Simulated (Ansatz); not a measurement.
Start from `C[O][Sn][CH3]` and change one atom or group to get `C[O][Sn][NH2]`.

Ansatz, PBE0-D4/def2-TZVP geometries, multiplicity 1. Each molecule was computed in one conformer, which needn't be the lowest.

Elements past krypton have def2 core potentials.

```json
{"property": "LUMO energy (ωB97M-V/def2-TZVPP) / eV", "`C[O][Sn][CH3]`": "-0.40"}
{"property": "HOMO energy (B3LYP/def2-TZVPP) / eV", "`C[O][Sn][CH3]`": "-6.26"}
{"property": "ideal-gas entropy at 298 K and 1 bar (rigid rotor, harmonic PBE0-D4/def2-TZVP) / J/(mol·K)", "`C[O][Sn][CH3]`": "354"}
{"property": "size of the dipole moment (ωB97M-V/def2-TZVPP) / D", "`C[O][Sn][CH3]`": "1.43"}
{"property": "HOMO–LUMO gap (ωB97M-V/def2-TZVPP) / eV", "`C[O][Sn][CH3]`": "8.12"}
{"property": "HOMO–LUMO gap (B3LYP/def2-TZVPP) / eV", "`C[O][Sn][CH3]`": "3.91"}
```

(1) What does the change do to each property? (Best estimate.)

Answers

(1) Computed: 
```
                                                                                  property  `C[O][Sn][NH2]`  shift
                                                     LUMO energy (ωB97M-V/def2-TZVPP) / eV             0.14   0.54
                                                       HOMO energy (B3LYP/def2-TZVPP) / eV            -6.97  -0.71
ideal-gas entropy at 298 K and 1 bar (rigid rotor, harmonic PBE0-D4/def2-TZVP) / J/(mol·K)              342    -12
                                        size of the dipole moment (ωB97M-V/def2-TZVPP) / D             1.87   0.44
                                                   HOMO–LUMO gap (ωB97M-V/def2-TZVPP) / eV             9.56   1.44
                                                     HOMO–LUMO gap (B3LYP/def2-TZVPP) / eV             5.19   1.28
```

With PBE0 the HOMO falls by 0.79 eV and the LUMO rises by 0.55 eV, so the gap widens by about 1.34 eV. PBE moves the HOMO by -0.43 eV and ωB97M-V by -0.90 eV. The zero-point energy changes by -26.2 kJ/mol with -3 modes. Dipoles are sizes alone; their direction can turn.

B3LYP here is the variant with VWN-RPA as its local correlation; programs differ in this.
